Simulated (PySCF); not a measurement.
Species: (SiH3)2PPF2, F2H6P2Si2.
Structure used (PBE0-D3(BJ)/def2-SVP), in Å, numbered top down from 1:
```
atom  x, y, z in Å
F1    -0.3653    3.3100   -0.1905
P2    -0.1608    1.8858   -0.9146
F3     1.4249    2.0235   -1.2249
P4     0.0148    0.6194    0.9235
Si5    1.5848   -0.7893    0.0885
Si6   -1.7554   -0.7163    0.4398
H7     1.4369   -0.9870   -1.3853
H8     1.3698   -2.0968    0.7783
H9     2.9402   -0.2615    0.4032
H10   -1.8271   -1.7508    1.5113
H11   -1.6317   -1.3867   -0.8918
H12   -2.9911    0.1210    0.4542
```

Computed with PySCF at PBE0/def2-SVPD, non-relativistic, on one gas-phase PBE0-D3(BJ)/def2-SVP geometry that isn't relaxed in the solvent. The solvent is an IEF-PCM continuum (cavity from Bondi-type radii × 1.2), and excitations are vertical TDDFT with non-equilibrium linear response and a frozen core. The model holds no explicit solvent molecules, cavitation or dispersion.

Gas-phase singlets (H = HOMO, L = LUMO):

| state | E (eV) | λ (nm) | f | leading configurations |
| --- | --- | --- | --- | --- |
| S1 | 4.750 | 261 | 0.005 | H→L 98% |
| S2 | 5.439 | 228 | 0.123 | H→L+1 83% |
| S3 | 5.718 | 217 | 0.001 | H→L+2 90% |
| S4 | 5.882 | 211 | 0.024 | H-1→L 75%, H→L+3 16% |
| S5 | 6.035 | 205 | 0.020 | H→L+3 69%, H-1→L+1 17% |

Task: Give the list for cyclohexane (ε = 2.017), n² = 2.04.

Result: 
```json
{"state": "S1", "E (eV)": "4.746", "λ (nm)": "261", "f": "0.007", "leading configurations": "H→L 98%", "change by rank (eV)": "-0.004"}
{"state": "S2", "E (eV)": "5.364", "λ (nm)": "231", "f": "0.196", "leading configurations": "H→L+1 88%", "change by rank (eV)": "-0.075"}
{"state": "S3", "E (eV)": "5.735", "λ (nm)": "216", "f": "0.002", "leading configurations": "H→L+2 92%", "change by rank (eV)": "+0.017"}
{"state": "S4", "E (eV)": "5.875", "λ (nm)": "211", "f": "0.035", "leading configurations": "H-1→L 83%, H→L+3 9%", "change by rank (eV)": "-0.007"}
{"state": "S5", "E (eV)": "6.040", "λ (nm)": "205", "f": "0.032", "leading configurations": "H→L+3 77%, H-1→L+1 14%", "change by rank (eV)": "+0.005"}
```

Task: Give the list for chloroform (ε = 4.711), n² = 2.09.

Result: 
```csv
state,E (eV),λ (nm),f,leading configurations,change by rank (eV)
S1,4.766,260,0.007,H→L 98%,+0.016
S2,5.369,231,0.199,H→L+1 88%,-0.070
S3,5.760,215,0.003,H→L+2 92%,+0.042
S4,5.887,211,0.036,H-1→L 84%,+0.005
S5,6.064,204,0.030,"H→L+3 74%, H-1→L+1 20%",+0.029
```

Task: How do the frontier levels move from gas to chloroform?

Result: 
```csv
orbital,gas (eV),solvent (eV),change (eV)
LUMO+2,-0.29,-0.12,+0.17
LUMO+1,-0.95,-0.84,+0.11
LUMO,-1.18,-1.04,+0.14
HOMO,-7.31,-7.21,+0.10
HOMO-1,-8.37,-8.25,+0.12
HOMO-2,-9.00,-8.83,+0.17
HOMO-3,-10.11,-9.90,+0.21
```

The HOMO–LUMO gap goes from 6.13 to 6.17 eV.

On one thread, Arm Neoverse V1 (aarch64), on a shared host, this took 22 s wall and 0.91 GiB of memory at its peak. This is the whole response run at PBE0/def2-SVPD in chloroform, SCF included.
